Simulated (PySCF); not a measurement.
**Energy of Ta⁻ (tantalum, charge -1) between two integer charges**

The 5d alpha orbital of [Xe] 4f14 5d4 6s2 is emptied in steps (occupation f), with all orbitals relaxed, ending at [Xe] 4f14 5d3 6s2. Calculation: PySCF 2.14, in def2-TZVPPD with the def2 core potential (60 electrons); scalar relativity through the core potential. The exact energy is a straight line in f; departures are measured from the line between the end points of the same method.

```tsv
f	PBE0 (eV)	r2SCAN (eV)	LC-wPBE (eV)
1	0.000	0.000	0.000
0.8	-0.333	-0.474	0.086
0.6	-0.502	-0.714	0.126
0.4	-0.505	-0.719	0.124
0.2	-0.338	-0.483	0.081
0	0.000	0.000	0.000
```

| method | E(f=0) − E(f=1) (eV) | −ε at f=1 (eV) | −ε at f=0.4 (eV) |
| --- | --- | --- | --- |
| PBE0 | 0.221 | -1.849 | 0.629 |
| r2SCAN | 0.334 | -2.620 | 0.908 |
| LC-wPBE | -0.038 | 0.508 | -0.152 |

Orbital energy along the path (eV):

```
  f    PBE0  r2SCAN  LC-wPBE
  1   1.849   2.620   -0.508
0.8   1.038   1.452   -0.275
0.6   0.212   0.283   -0.055
0.4  -0.629  -0.908    0.152
0.2  -1.483  -2.126    0.347
  0  -2.337  -3.368    0.545
```

At f = 1 the orbital energy is positive for PBE0, r2SCAN: only the finite basis holds the electron.

Reference removal energy between the ground levels: 0.329 eV (measured; photodetachment measurements, as compiled on the Wikipedia data page of electron affinities). The calculation has no spin-orbit coupling. The determinant left behind need not be the lowest term of the ion.
